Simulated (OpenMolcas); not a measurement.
**RuF at 1.919 Å: OpenMolcas input and output**

Input (each module block was a call of its own in one work directory; start orbitals came from a preliminary run):

```
&GATEWAY
Coord
2
angstrom
Ru 0.0 0.0 0.0
F 0.0 0.0 1.9190
Basis=ANO-RCC-VDZP
Group=XY
RX2C
AMFI
ANGMom
0.0 0.0 0.0
RICD
&SEWARD
&GUESSORB
* RASSCF and CASPT2 blocks for each multiplicity and irrep, as for the first:
&RASSCF
FileOrb=$CurrDir/o42.orb
Symmetry=2
Spin=4
nActEl=13 0 0
Inactive=12 8
RAS2=5 4
CIRoot=6 6 1
Linear
Iterations=120 100
OrbListing=Nothing
PRWF=0.15
>>COPY $Project.RasOrb $CurrDir/o42.orb
>>COPY $Project.rasscf.h5 $CurrDir/r42.h5
&CASPT2
XMultistate=all
Imaginary=0.2
IPEA=0.25
MaxIter=40
>>COPY $Project.JobMix JOB001
&RASSI
Nr of JobIphs=4 6 4 4 6
1 2 3 4 5 6
1 2 3 4
1 2 3 4
1 2 3 4 5 6
SpinOrbit
EJob
Omega
MEES
MESO
Properties=4
'AngMom' 3 'Mltpl  1' 1 'Mltpl  1' 2 'Mltpl  1' 3
Thrs=1.0d-4
>>COPY $Project.rassi.h5 $CurrDir/so.h5
```

```bash
pymolcas m.inp
```

C2 symmetry about the axis (a holds Σ, Δ, Γ; b holds Π, Φ, H; Σ⁺ and Σ⁻ are not told apart); roots by multiplicity and irrep: 4b 6, 4a 4, 2a 4, 2b 6.

RASSI part of the output, in excerpt:

```
SPIN-FREE ENERGIES:
  (Shifted by EMIN (a.u.) =      -4628.0584158919)
 SF State       Relative EMIN(au)   Rel lowest level(eV)    D:o, cm**(-1)      Abs_M
     7             0.0000000000        0.0000000000              0.0000         2.0
     8             0.0000318164        0.0008657684              6.9829         2.0
     9             0.0017736081        0.0482623362            389.2620         0.0
     1             0.0024576427        0.0668758637            539.3902         3.0
     2             0.0024576440        0.0668759010            539.3905         3.0
     3             0.0038388840        0.1044613554            842.5377         1.0
     4             0.0038388855        0.1044613954            842.5380         1.0
    10             0.0357195797        0.9719792809           7839.5416         0.0
    15             0.0404714849        1.1012852068           8882.4642         1.1
    16             0.0404715551        1.1012871191           8882.4796         1.1
     5             0.0410035173        1.1157625455           8999.2318         1.0
     6             0.0410035213        1.1157626551           8999.2327         1.0
    11             0.0460192243        1.2522468866          10100.0523         2.0
    12             0.0460567090        1.2532668991          10108.2792         2.0
    17             0.0465877716        1.2677178483          10224.8340         1.1
    18             0.0465878007        1.2677186394          10224.8404         1.1
    13             0.0472012399        1.2844111700          10359.4747         0.0
    19             0.0484032993        1.3171208727          10623.2963         2.9
    20             0.0484033307        1.3171217279          10623.3032         2.9
    14             0.0506195436        1.3774279524          11109.7057         0.0
++ Dipole transition strengths (spin-free states):
     for osc. strength at least  1.00000000E-05
      From   To        Osc. strength     Einstein coefficients Ax, Ay, Az (sec-1)    Total A (sec-1)
         7    5       2.23886582E-05  1.17344939E+03  3.59818205E+01  0.00000000E+00  1.20943121E+03
         7    6       2.23817745E-05  3.59812161E+01  1.17307838E+03  0.00000000E+00  1.20905959E+03
         8    3       1.00931850E-05  8.35119664E-01  3.86512315E+00  0.00000000E+00  4.70024282E+00
         8    4       1.00931292E-05  3.86511336E+00  8.35107121E-01  0.00000000E+00  4.70022048E+00
         8    5       2.25211632E-05  3.52356199E+01  1.17946621E+03  0.00000000E+00  1.21470183E+03
         8    6       2.25212239E-05  1.17946627E+03  3.52390739E+01  0.00000000E+00  1.21470534E+03
         9   10       1.37826732E-05  0.00000000E+00  0.00000000E+00  5.10294430E+02  5.10294430E+02
         9    5       3.51018206E-05  1.73556273E+03  1.39131659E-01  0.00000000E+00  1.73570186E+03
         9    6       3.51071979E-05  1.39717979E-01  1.73582839E+03  0.00000000E+00  1.73596811E+03
         3   10       3.04446246E-04  6.64951070E+03  3.29256549E+03  0.00000000E+00  9.94207619E+03
         3    5       1.82138763E-05  0.00000000E+00  0.00000000E+00  8.08300725E+02  8.08300725E+02
         4   10       3.04446526E-04  3.29255389E+03  6.64953052E+03  0.00000000E+00  9.94208441E+03
         4    6       1.82138530E-05  0.00000000E+00  0.00000000E+00  8.08299803E+02  8.08299803E+02
        15   11       1.04299466E-05  5.37739504E+00  4.93655622E+00  0.00000000E+00  1.03139513E+01
        15   14       1.14243371E-05  9.73696273E-03  3.77916587E+01  0.00000000E+00  3.78013957E+01
        16   11       1.04299498E-05  4.93652289E+00  5.37717025E+00  0.00000000E+00  1.03136931E+01
        16   14       1.14247214E-05  3.77924737E+01  9.67000734E-03  0.00000000E+00  3.78021437E+01
        12   19       1.00408670E-05  5.67881067E-01  1.20858379E+00  0.00000000E+00  1.77646485E+00
        12   20       1.00410306E-05  1.20863762E+00  5.67903772E-01  0.00000000E+00  1.77654139E+00
 Electric-quadrupole - electric-quadrupole not included
 Electric-dipole - electric-octupole not included
 Electric-dipole - magnetic-quadrupole not included
   Eigenvalues of complex Hamiltonian:
  (Shifted by EMIN (a.u.) =      -4628.0584158919)
 SO State       Relative EMIN(au)   Rel lowest level(eV)    D:o, cm**(-1)      Omega
     1            -0.0060203909        0.0000000000              0.0000         3.5
     2            -0.0060203909        0.0000000000              0.0000         3.5
     3            -0.0050305160        0.0269358685            217.2524         2.5
     4            -0.0050305160        0.0269358685            217.2524         2.5
     5            -0.0042541249        0.0480625480            387.6506         1.5
     6            -0.0042541249        0.0480625480            387.6506         1.5
     7            -0.0040651437        0.0532049889            429.1272         1.6
     8            -0.0040651437        0.0532049889            429.1272         1.6
     9            -0.0039911328        0.0552189282            445.3707         4.2
    10            -0.0039911328        0.0552189282            445.3707         4.2
    11             0.0009671471        0.1901405964           1533.5873         1.5
    12             0.0009671471        0.1901405964           1533.5873         1.5
    13             0.0015967819        0.2072738316           1671.7762         3.5
    14             0.0015967819        0.2072738316           1671.7762         3.5
    15             0.0020031278        0.2183310675           1760.9588         0.5
    16             0.0020031278        0.2183310675           1760.9588         0.5
    17             0.0028164819        0.2404635600           1939.4694         2.5
    18             0.0028164819        0.2404635600           1939.4694         2.5
    19             0.0063980612        0.3379232972           2725.5352         2.5
    20             0.0063980612        0.3379232972           2725.5352         2.5
    21             0.0069585613        0.3531752825           2848.5508         0.5
    22             0.0069585613        0.3531752825           2848.5508         0.5
    23             0.0074154266        0.3656072210           2948.8211         1.5
    24             0.0074154266        0.3656072210           2948.8211         1.5
    25             0.0100664034        0.4377439739           3530.6433         1.5
    26             0.0100664034        0.4377439739           3530.6433         1.5
    27             0.0104306397        0.4476553474           3610.5839         0.5
    28             0.0104306397        0.4476553474           3610.5839         0.5
    29             0.0313110172        1.0158393661           8193.2970         1.5
    30             0.0313110172        1.0158393661           8193.2970         1.5
    31             0.0344371526        1.1009058427           8879.4044         0.5
    32             0.0344371526        1.1009058427           8879.4044         0.5
    33             0.0372330346        1.1769856673           9493.0296         1.5
    34             0.0372330346        1.1769856673           9493.0296         1.5
    35             0.0381507678        1.2019584626           9694.4488         0.6
    36             0.0381507678        1.2019584626           9694.4488         0.6
    37             0.0385344869        1.2123999901           9778.6654         2.5
    38             0.0385344869        1.2123999901           9778.6654         2.5
    39             0.0418673088        1.3030906951          10510.1353         1.5
    40             0.0418673088        1.3030906951          10510.1353         1.5
    41             0.0425201330        1.3208549461          10653.4136         0.5
    42             0.0425201330        1.3208549461          10653.4136         0.5
    43             0.0432544274        1.3408361142          10814.5726         2.5
    44             0.0432544274        1.3408361142          10814.5726         2.5
    45             0.0443355968        1.3702562322          11051.8618         2.6
    46             0.0443355968        1.3702562322          11051.8618         2.6
    47             0.0455448407        1.4031614339          11317.2602         1.9
    48             0.0455448407        1.4031614339          11317.2602         1.9
    49             0.0461584132        1.4198575922          11451.9238         1.5
    50             0.0461584132        1.4198575922          11451.9238         1.5
    51             0.0463527224        1.4251450147          11494.5697         1.5
    52             0.0463527224        1.4251450147          11494.5697         1.5
    53             0.0508356807        1.5471325258          12478.4654         0.5
    54             0.0508356807        1.5471325258          12478.4654         0.5
    55             0.0516855052        1.5702574271          12664.9803         1.7
    56             0.0516855052        1.5702574271          12664.9803         1.7
    57             0.0525761440        1.5944929461          12860.4529         2.3
    58             0.0525761440        1.5944929461          12860.4529         2.3
    59             0.0549836033        1.6600032507          13388.8292         0.5
    60             0.0549836033        1.6600032507          13388.8292         0.5
 Weights of the five most important spin-orbit-free states for each spin-orbit state.
 SO State  Total energy (au)           Spin-free states, spin, and weights
    1        -0.006020       7 1.5  0.4088    8 1.5  0.4004    1 1.5  0.0900    2 1.5  0.0900   19 0.5  0.0050
    2        -0.006020       7 1.5  0.4088    8 1.5  0.4004    1 1.5  0.0900    2 1.5  0.0900   19 0.5  0.0050
    3        -0.005031       7 1.5  0.3497    8 1.5  0.3139    4 1.5  0.1198    3 1.5  0.1198    1 1.5  0.0438
    4        -0.005031       7 1.5  0.3497    8 1.5  0.3139    4 1.5  0.1198    3 1.5  0.1198    1 1.5  0.0438
    5        -0.004254       9 1.5  0.2302    4 1.5  0.2037    3 1.5  0.2037    8 1.5  0.1839    7 1.5  0.1481
    6        -0.004254       9 1.5  0.2302    4 1.5  0.2037    3 1.5  0.2037    8 1.5  0.1839    7 1.5  0.1481
    7        -0.004065       9 1.5  0.4664    3 1.5  0.1667    4 1.5  0.1667    2 1.5  0.0636    1 1.5  0.0636
    8        -0.004065       9 1.5  0.4664    3 1.5  0.1667    4 1.5  0.1667    2 1.5  0.0636    1 1.5  0.0636
    9        -0.003991       1 1.5  0.4359    2 1.5  0.4359    9 1.5  0.0608    3 1.5  0.0288    4 1.5  0.0288
   10        -0.003991       1 1.5  0.4359    2 1.5  0.4359    9 1.5  0.0608    3 1.5  0.0288    4 1.5  0.0288
   11         0.000967       9 1.5  0.5199    8 1.5  0.2101    7 1.5  0.2051    2 1.5  0.0267    1 1.5  0.0267
   12         0.000967       9 1.5  0.5199    8 1.5  0.2101    7 1.5  0.2051    2 1.5  0.0267    1 1.5  0.0267
   13         0.001597       1 1.5  0.4075    2 1.5  0.4075    8 1.5  0.1061    7 1.5  0.0767    9 1.5  0.0007
   14         0.001597       1 1.5  0.4075    2 1.5  0.4075    8 1.5  0.1061    7 1.5  0.0767    9 1.5  0.0007
   15         0.002003       7 1.5  0.2798    8 1.5  0.2487    3 1.5  0.1625    4 1.5  0.1625    9 1.5  0.1403
   16         0.002003       7 1.5  0.2798    8 1.5  0.2487    3 1.5  0.1625    4 1.5  0.1625    9 1.5  0.1403
   17         0.002816       4 1.5  0.3181    3 1.5  0.3181    2 1.5  0.1355    1 1.5  0.1355    7 1.5  0.0450
   18         0.002816       4 1.5  0.3181    3 1.5  0.3181    2 1.5  0.1355    1 1.5  0.1355    7 1.5  0.0450
   19         0.006398       2 1.5  0.3202    1 1.5  0.3202    7 1.5  0.1298    8 1.5  0.1150    4 1.5  0.0553
   20         0.006398       2 1.5  0.3202    1 1.5  0.3202    7 1.5  0.1298    8 1.5  0.1150    4 1.5  0.0553
   21         0.006959       4 1.5  0.3427    3 1.5  0.3427    8 1.5  0.1342    7 1.5  0.1322    9 1.5  0.0447
   22         0.006959       4 1.5  0.3427    3 1.5  0.3427    8 1.5  0.1342    7 1.5  0.1322    9 1.5  0.0447
   23         0.007415       3 1.5  0.2378    4 1.5  0.2378    9 1.5  0.2164    2 1.5  0.1190    1 1.5  0.1190
   24         0.007415       3 1.5  0.2378    4 1.5  0.2378    9 1.5  0.2164    2 1.5  0.1190    1 1.5  0.1190
   25         0.010066       1 1.5  0.3409    2 1.5  0.3409    8 1.5  0.0939    7 1.5  0.0890    4 1.5  0.0535
   26         0.010066       1 1.5  0.3409    2 1.5  0.3409    8 1.5  0.0939    7 1.5  0.0890    4 1.5  0.0535
   27         0.010431       3 1.5  0.2927    4 1.5  0.2927    9 1.5  0.2780    8 1.5  0.0668    7 1.5  0.0657
   28         0.010431       3 1.5  0.2927    4 1.5  0.2927    9 1.5  0.2780    8 1.5  0.0668    7 1.5  0.0657
   29         0.031311      10 1.5  0.5133   15 0.5  0.1964   16 0.5  0.1964   17 0.5  0.0214   18 0.5  0.0214
   30         0.031311      10 1.5  0.5133   15 0.5  0.1964   16 0.5  0.1964   17 0.5  0.0214   18 0.5  0.0214
   31         0.034437      10 1.5  0.8637   15 0.5  0.0463   16 0.5  0.0463    6 1.5  0.0134    5 1.5  0.0134
   32         0.034437      10 1.5  0.8637   15 0.5  0.0463   16 0.5  0.0463    6 1.5  0.0134    5 1.5  0.0134
   33         0.037233      10 1.5  0.2999    5 1.5  0.2716    6 1.5  0.2716   15 0.5  0.0737   16 0.5  0.0737
   34         0.037233      10 1.5  0.2999    5 1.5  0.2716    6 1.5  0.2716   15 0.5  0.0737   16 0.5  0.0737
   35         0.038151       6 1.5  0.2944    5 1.5  0.2944   16 0.5  0.1761   15 0.5  0.1761   10 1.5  0.0317
   36         0.038151       6 1.5  0.2944    5 1.5  0.2944   16 0.5  0.1761   15 0.5  0.1761   10 1.5  0.0317
   37         0.038534       5 1.5  0.4651    6 1.5  0.4651   11 0.5  0.0344   12 0.5  0.0342    3 1.5  0.0004
   38         0.038534       5 1.5  0.4651    6 1.5  0.4651   11 0.5  0.0344   12 0.5  0.0342    3 1.5  0.0004
   39         0.041867      17 0.5  0.1910   18 0.5  0.1910   15 0.5  0.1351   16 0.5  0.1351    5 1.5  0.0944
   40         0.041867      17 0.5  0.1910   18 0.5  0.1910   15 0.5  0.1351   16 0.5  0.1351    5 1.5  0.0944
...
```

Only roots inside an energy window near the equilibrium distance were included, so the list of states is not complete; labels number the states computed. Each spin and symmetry block has orbitals of its own, averaged over its own roots, so gaps between blocks are less sure than gaps within one and near the minimum can be off by tenths of an eV, in bad cases by more. No Rydberg orbitals are active, so Rydberg states, and σ→σ* states whose orbital the CASSCF left unused, can be missing between those listed. CASPT2 splits the two components of degenerate states numerically, here by up to 8 cm⁻¹. For d and f metals this valence active space lacks a second d shell: the order of states is not reliable within half an eV or more, and the lowest computed state need not be the true ground state.
